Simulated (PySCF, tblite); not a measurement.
Isomers of C5H7NO3Si. Level: GFN2-xTB in tblite, geometry and Hessian alike; calculated harmonic values, unscaled, isolated species. Against measured fundamentals such values can be off by several per cent, at times by over 20. Modes of hydrogen on silicon can be 10 to 20 % off. One conformer each.

Electronic energies: PBE0/pcSseg-1 single points on the GFN2-xTB geometries (PySCF, gas phase).

```
                      SMILES  electronic energy, lowest = 0 (kcal/mol)
COC(=O)[C@@]([SiH3])(C#N)C=O                                      29.5
        CC(=O)c1nocc1O[SiH3]                                      37.1
  C=C[C@H](O[SiH2]C#N)C(=O)O                                       0.0
```

Problem. How do GFN2-xTB zero-point energies change the relative energies?

Solution. 
```csv
SMILES,ZPE (kcal/mol),of it from modes above 1550 cm⁻¹,electronic (kcal/mol),"with ZPE, lowest = 0 (kcal/mol)",lowest mode (cm⁻¹),rings
C=C[C@H](O[SiH2]C#N)C(=O)O,70.5,37.2,0.0,0.0,44,0
COC(=O)[C@@]([SiH3])(C#N)C=O,68.0,35.4,29.5,27.0,24,0
CC(=O)c1nocc1O[SiH3],69.7,32.3,37.1,36.4,12i,1
```

The zero-point energies span 2.5 kcal/mol, from `COC(=O)[C@@]([SiH3])(C#N)C=O` to `C=C[C@H](O[SiH2]C#N)C(=O)O`. Slightly imaginary modes are left out of the zero-point energy: `CC(=O)c1nocc1O[SiH3]` 11.9i cm⁻¹. The order is unchanged.

Problem. And how do the electronic energies of GFN2-xTB itself compare?

Solution. `C=C[C@H](O[SiH2]C#N)C(=O)O` 14.9; `COC(=O)[C@@]([SiH3])(C#N)C=O` 34.8; `CC(=O)c1nocc1O[SiH3]` 0.0 kcal/mol, lowest = 0. Against the energies above, taken from the same isomer `C=C[C@H](O[SiH2]C#N)C(=O)O`, the largest difference is 52.0 kcal/mol.
